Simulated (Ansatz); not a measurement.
`[CH3][Al]([OH])[SeH]` and `C[O][Al]([CH3])[OH]` differ in one atom or group.

Ansatz, PBE0-D4/def2-TZVP geometries, multiplicity 1. Each molecule was computed in one conformer, which needn't be the lowest.

Scalar relativity is left out up to krypton.

| property | `[CH3][Al]([OH])[SeH]` |
| --- | --- |
| HOMO energy (PBE0/def2-TZVPP) / eV | -7.19 |
| LUMO energy (PBE0/def2-TZVPP) / eV | -0.23 |
| HOMO–LUMO gap (PBE/def2-TZVPP) / eV | 5.02 |
| HOMO energy (B3LYP/def2-TZVPP) / eV | -6.94 |
| LUMO energy (ωB97M-V/def2-TZVPP) / eV | 1.27 |
| size of the dipole moment (B3LYP/def2-TZVPP) / D | 0.65 |

**Question.** What does the change do to each property? (Estimate.)

**Answer.** Computed: 
```
                                        property  `C[O][Al]([CH3])[OH]`  shift
              HOMO energy (PBE0/def2-TZVPP) / eV                  -7.95  -0.76
              LUMO energy (PBE0/def2-TZVPP) / eV                   0.03   0.26
             HOMO–LUMO gap (PBE/def2-TZVPP) / eV                   5.62   0.60
             HOMO energy (B3LYP/def2-TZVPP) / eV                  -7.73  -0.79
           LUMO energy (ωB97M-V/def2-TZVPP) / eV                   1.49   0.22
size of the dipole moment (B3LYP/def2-TZVPP) / D                   1.20   0.55
```

With PBE0 the HOMO falls by 0.76 eV and the LUMO rises by 0.26 eV, so the gap widens by about 1.02 eV. PBE moves the HOMO by -0.37 eV and ωB97M-V by -0.97 eV. Dipoles are sizes alone; their direction can turn.

B3LYP here is the variant with VWN-RPA as its local correlation; programs differ in this.

Spin–orbit coupling is left out; it splits and shifts lone-pair levels of the heavy atoms by tenths of an eV.
